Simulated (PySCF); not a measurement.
Method: PBE-D3(BJ)/def2-TZVP // PBE0-D3(BJ)/def2-TZVP run with PySCF. Gas-phase values, no solvent. 

Reference species (SMILES): `N#CC=O` (neutral, multiplicity 1).

```json
{
 "LUMO": "-4.15 eV",
 "HOMO": "-7.45 eV",
 "HOMO–LUMO gap": "3.30 eV"
}
```

Changed species: `N=C=C=O`.

Problem. What does the change do to the LUMO, HOMO and HOMO–LUMO gap?

Solution. the LUMO drops by 0.24 eV, to -4.39 eV; the HOMO increases by 2.16 eV, to -5.29 eV; the HOMO–LUMO gap falls by 2.40 eV, to 0.90 eV.
